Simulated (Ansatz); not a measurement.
Cost and result for the atomization energy of Cl$_{2}$H$_{6}$N$_{2}$Si$_{2}$ (`N[SiH2][Si](N)(Cl)Cl`) (12 atoms, 11 bonds).

```tsv
atom	x (Å)	y (Å)	z (Å)
N1	0.5591	-1.4820	1.2835
Si2	1.0933	-0.7963	-0.2067
Si3	-0.2175	1.1144	-0.4728
N4	-1.8515	0.7235	-0.7069
Cl5	0.1267	2.2527	1.2363
Cl6	0.3444	2.2972	-2.0533
H7	0.7892	-2.4383	1.5040
H8	0.5877	-0.9089	2.1131
H9	0.8287	-1.7891	-1.2804
H10	2.5309	-0.4006	-0.2880
H11	-2.2699	0.0083	-0.1324
H12	-2.5211	1.4189	-0.9963
```

Total charge 0; spin multiplicity 1. Geometry: relaxed with PBE0-D4/def2-TZVP. It is one conformer, not always the lowest. Program: Ansatz. All runs use 2 threads of an AMD EPYC 7R13 on a shared host and a share of an NVIDIA H100 80 GB. Times are those of one run each, without the atoms' runs, and a repeat can differ threefold. Electronic energies, without spin–orbit coupling; frozen cores. CCSD(T)/CBS adds CCSD(T) − MP2 in def2-TZVPP to the MP2 limit, and its time is that of the two runs behind it. T1 = 0.010. B3LYP takes the VWN-RPA correlation (the form of Gaussian; ORCA's B3LYP/G).

CCSD(T)/CBS is a level of theory with its own doubt, some kJ/mol a heavy atom from the limit and from the frozen cores, so smaller differences don't rank the functionals.

| level | functions | wall time | atomization (kcal/mol) | difference from CCSD(T)/CBS | per bond |
| --- | --- | --- | --- | --- | --- |
| PBE-D4/def2-TZVPP (with forces) | 314 | 3.6 s | 971.3 | 9.9 | 0.9 |
| PBE0-D4/def2-TZVPP | 314 | 4.5 s | 956.4 | -5.0 | -0.4 |
| B3LYP-D4/def2-TZVPP (with forces) | 314 | 4.7 s | 958.5 | -2.9 | -0.3 |
| r2SCAN-D4/def2-TZVPP (with forces) | 314 | 6 s | 958.0 | -3.4 | -0.3 |
| ωB97X-V/def2-TZVPP | 314 | 6.5 s | 968.3 | 6.9 | 0.6 |
| B2PLYP/def2-TZVPP | 314 | 7.5 s | 943.8 | -17.6 | -1.6 |
| MP2/def2-QZVPP | 574 | 7.5 s | 962.7 | 1.3 | 0.1 |
| ωB97M-V/def2-TZVPP (with forces) | 314 | 7.5 s | 965.7 | 4.3 | 0.4 |
| CCSD(T)/def2-TZVPP | 314 | 10 s | 925.8 | -35.6 | -3.2 |
| CCSD(T)/CBS(def2) | – | 18 s | 961.4 | 0.0 | 0.0 |

From PBE to PBE0 (25 % exact exchange), in def2-TZVPP and without D4, the atomization energy moves by −13.6 kcal/mol: exact exchange takes away binding that semilocal exchange gives to molecules. The D4 term adds +14.9 kcal/mol with B3LYP and +7.9 kcal/mol with PBE0; it sums over pairs of atoms, weighted by their polarisabilities, and B3LYP, whose exchange is more repulsive, gets the larger term. In def2-TZVPP, CCSD(T) changes the Hartree–Fock value by +251.4 kcal/mol (the triples alone add +15.4 kcal/mol) and MP2 by +267.1 kcal/mol; breaking electron pairs costs correlation energy, which Hartree–Fock lacks.
